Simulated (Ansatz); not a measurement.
`N=CB(F)S` + `N[SiH](F)Cl` → `FB(S)Cl` + `N=C[SiH](N)F`  (redistribution)

Calculated with Ansatz (gas phase, PBE0-D4/def2-TZVP geometries, no zero-point term in ΔE). CBS: MP2 limit from def2 TZ/QZ plus the TZ coupled-cluster correction, frozen cores. DFT in def2-TZVPP. HSE06 is defined as in plane-wave codes. Each species was taken in one conformer, which may not be the lowest.

`N=CB(F)S`:

Z-matrix (Å, degrees):
```
C
B 1 1.573
N 1 1.271 2 123.7
H 1 1.096 2 120.0 3 179.9
S 2 1.793 1 124.2 3 -179.5
F 2 1.328 1 118.1 3 0.5
H 3 1.024 1 110.4 2 -0.1
H 5 1.343 2 95.0 1 -0.0
```

`N[SiH](F)Cl`:

Z-matrix (Å, degrees):
```
Si
F 1 1.593
Cl 1 2.039 2 105.8
N 1 1.685 2 114.5 3 -118.7
H 1 1.471 2 106.2 3 118.7
H 4 1.006 1 122.2 2 81.4
H 4 1.006 1 121.7 2 -76.3
```

`FB(S)Cl`:

Z-matrix (Å, degrees):
```
B
F 1 1.319
Cl 1 1.749 2 118.8
S 1 1.794 2 121.9 3 -180.0
H 4 1.344 1 95.1 2 -0.0
```

`N=C[SiH](N)F`:

```xyz
10

N    -1.678    0.982   -1.251
C    -1.053    0.850   -0.153
Si    0.034   -0.620    0.291
N     1.592   -0.072    0.665
F    -0.062   -1.562   -1.008
H    -1.520    0.173   -1.858
H    -1.163    1.671    0.567
H    -0.451   -1.429    1.430
H     2.057    0.639    0.126
H     2.243   -0.633    1.190
```

**Question.** Is it downhill or uphill in electronic energy at CCSD(T)/CBS, and by how much? (Best estimate.)

**Answer.** Computed: Uphill: ΔE = +38.2 kJ/mol.

**Question.** What do these levels give: r2SCANh-D4, HSE06-D4, CCSD/def2-SVP, CCSD(T)/def2-SVP, CCSD(T)/def2-TZVPP, HF/def2-QZVPP? (An estimate is asked.)

**Answer.** Computed: r2SCANh-D4 37.4, HSE06-D4 35.2, CCSD/def2-SVP 25.3, CCSD(T)/def2-SVP 24.1, CCSD(T)/def2-TZVPP 35.6, HF/def2-QZVPP 44.1 kJ/mol.

Largest T1 diagnostic among the species: 0.014.

Leaving LDA and LC-ωPBE aside and taking each functional with its dispersion term where it has one, the values, not all of them listed here, spread over 7.7 kJ/mol, from revPBE-D4 to BHLYP-D4. At CCSD(T), def2-SVP lies −14.1 kJ/mol from the extrapolated value and def2-TZVPP −2.6 kJ/mol. From BLYP to BHLYP (50 % exact exchange), in def2-TZVPP and without D4, ΔE moves by +6.1 kJ/mol.
